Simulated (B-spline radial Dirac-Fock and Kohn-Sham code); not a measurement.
**What relativity does to the binding energies of Te³⁵⁺**

System: Te³⁵⁺, [Ne] 3s2 3p5.

Both columns are ΔSCF binding energies of the configuration average from a radial B-spline solver: non-relativistic Hartree-Fock with a point nucleus, and Dirac-Fock with a finite nucleus and the Coulomb interaction alone, averaged over the two j levels with weights 2j+1.

```tsv
shell	Hartree-Fock (eV)	Dirac-Fock (eV)	shift (eV)	shift (%)
1s	32660.7	33896.9	+1236.28	+3.79
2s	6536.4	6858.3	+321.89	+4.92
3s	2486.8	2577.8	+91.04	+3.66
3p	2376.3	2413.0	+36.74	+1.55
```

Relativity binds 1s, 2s, 3s, 3p more strongly, among those listed most of all 2s in relative terms.

Values without a named source are computed, but for edge energies of neutral atoms, which are taken from tables.
